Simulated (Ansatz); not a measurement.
FGeH5Si, SMILES `[F][GeH2][SiH3]`, relaxed with RKS PBE-D4/def2-SVP in the Gaussian-basis code of Ansatz from a rough embedded geometry. The force threshold is 0.03 eV/Å; the program also tests the step.

The species carries charge 0 and has multiplicity 1.

Start:

```xyz
8

F    -1.170    1.996   -0.216
Ge   -1.103    0.309   -0.004
Si    1.102   -0.300    0.038
H    -1.761   -0.152    1.304
H    -1.838   -0.423   -1.162
H     1.744    0.049   -1.264
H     1.223   -1.803    0.199
H     1.803    0.323    1.105
```

| step | energy (eV) | largest force (eV/Å) | largest move (Å) |
| --- | --- | --- | --- |
| 1 | -67167.2947 | 1.858 | 0.000 |
| 2 | -67167.5220 | 0.796 | 0.144 |
| 3 | -67167.5524 | 0.135 | 0.057 |
| 4 | -67167.5557 | 0.029 | 0.044 |

End:

```xyz
8

F    -1.239    1.998   -0.204
Ge   -1.142    0.242   -0.001
Si    1.181   -0.346    0.013
H    -1.871   -0.076    1.334
H    -1.927   -0.371   -1.195
H     1.820    0.045   -1.291
H     1.295   -1.838    0.195
H     1.884    0.346    1.148
```

Hardware: 2 threads of a server CPU on a shared host. Wall time 8.5 s, peak host memory 0.16 GiB.
